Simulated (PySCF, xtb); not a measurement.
Te(Et)(OH) (C2H6OTe), SMILES [Te](O)CC.

GFN2-xTB in xtb 6.7.1 at its own geometry gives an orbital gap of 3.89 eV and a dipole moment of 2.39 D.

The structure is a stationary point at r2SCAN-D4/def2-SVP. The def2 effective core potentials stand for the cores of Te; spin–orbit coupling is left out. The values are those of a single conformer.

**Question.** What does PBE/def2-TZVP in PySCF give? (An estimate is asked for; the answer gives what the named calculation found.)

**Answer.** gap 2.44 eV (levels -4.92 and -2.47 eV), dipole 1.97 D.
